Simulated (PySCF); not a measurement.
C3H5N3. Atoms are numbered in the order given.

```xyz
11

N     -0.1319     2.0735     0.0000
C     -0.0187     0.7957     0.0000
N     -1.0910    -0.0897     0.0000
C     -0.6593    -1.4130     0.0000
C      0.6946    -1.3970     0.0000
N      1.0892    -0.0550     0.0000
H      0.7810     2.5289     0.0000
H     -2.0447     0.2416     0.0000
H     -1.3495    -2.2510     0.0000
H      1.4083    -2.2150     0.0000
H      2.0411     0.2803     0.0000
```

Coordinates come from a B3LYP-D3(BJ)/def2-SVP optimisation.

Calculation: PBE/pcSseg-1 (PySCF).

GIAO shieldings, no solvent; atoms listed in one row are averaged. δ = σ(ref) − σ: ¹⁵N against NH3 (σ = 267.0 ppm); ¹³C against TMS (σ = 182.0 ppm); ¹H against TMS (σ = 31.49 ppm), references at their B3LYP-D3(BJ)/def2-TZVP geometries, non-relativistic.

| nucleus | atoms | count | δ (ppm) |
|---|---|---|---|
| ¹⁵N | N1 | 1 | 149.5 |
| ¹⁵N | N6 | 1 | 148.5 |
| ¹⁵N | N3 | 1 | 144.3 |
| ¹³C | C2 | 1 | 151.1 |
| ¹³C | C4 | 1 | 112.4 |
| ¹³C | C5 | 1 | 110.8 |
| ¹H | H9, H10 | 2 | 6.06 |
| ¹H | H8 | 1 | 5.33 |
| ¹H | H11 | 1 | 4.88 |
| ¹H | H7 | 1 | 4.48 |
